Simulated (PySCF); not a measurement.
## Radial density of Mo²³⁺ (molybdenum, charge +23)

UHF, [Ar] 3d1, 2D determinant. Calculation: PySCF 2.14, in an uncontracted even-tempered set (18 s from 2.5 bohr⁻², ratio 2.5; 12 p from 3.2 bohr⁻², ratio 2.5; 8 d from 3.2 bohr⁻², ratio 2.5; 4 f from 11 bohr⁻², ratio 2.7; 3 g from 17 bohr⁻², ratio 2.7); scalar relativity by spin-free X2C-1e.

| r (bohr) | 4πr²ρ (e/bohr) | 4πr²(ρα − ρβ) |
| --- | --- | --- |
| 0.0362 | 48.84 | 0.0032 |
| 0.0609 | 48.12 | 0.0464 |
| 0.102 | 64.40 | 0.3875 |
| 0.172 | 37.44 | 1.7509 |
| 0.290 | 28.16 | 3.1629 |
| 0.487 | 17.03 | 1.2758 |
| 0.820 | 0.5469 | 0.0416 |
| 1.38 | 0.0006197 | 0.0001 |

Densities and radii are taken from the X2C orbitals without a picture-change correction, which distorts them close to the nucleus.

Spin-orbit coupling, absent here, splits the open shell strongly.
